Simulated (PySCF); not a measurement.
**From computed data to an observable: entropy of an ideal gas**

SnCl2, SMILES [Cl][Sn][Cl] (connectivity only; charge and spin as stated), neutral, multiplicity 1.

Geometry: PBE-D3(BJ)/def2-TZVP. The isomer is the one that the SMILES or the coordinates give; other isomers of the formula were not compared. The def2 effective core potentials stand for the cores of Sn; spin–orbit coupling is left out.

PBE-D3(BJ)/def2-TZVP (PySCF) gives the harmonic wavenumbers 112, 326, 341 cm⁻¹ and the rotational temperatures 0.2277, 0.1034, 0.0711 K. The molar mass is 189.61 g/mol, the symmetry number 2, the spin multiplicity 1.

### Question
Work out the entropy at 298.15 K and 1 atm in the rigid-rotor, harmonic-oscillator model.

### Answer

Translation (Sackur–Tetrode at 1 atm): S = R[1.5 ln M + 2.5 ln T − 1.16487] = 174.2 J/(mol K).
Rotation: q = (√π/σ) T^1.5/√(θA θB θC) = 112000, S = R[ln q + 3/2] = 109.1 J/(mol K).
Vibration: with u = 1.4388 ν/T, each mode gives R[u/(e^u − 1) − ln(1 − e^−u)]:
```
ν (cm⁻¹)  modes     u  S (J/(mol K))
--------  -----  ----  -------------
112           1  0.54          13.53
326           1  1.57           5.35
341           1  1.65           5.05
```
These are all the modes. Sum 23.9 J/(mol K).
Spin: R ln 1 = 0.0 J/(mol K).
Total 307.2 J/(mol K); the program's own thermochemistry gives 307.2. Translation makes up 57 % and vibration 8 %. Anharmonicity, hindered rotation and orbital degeneracy are left out.
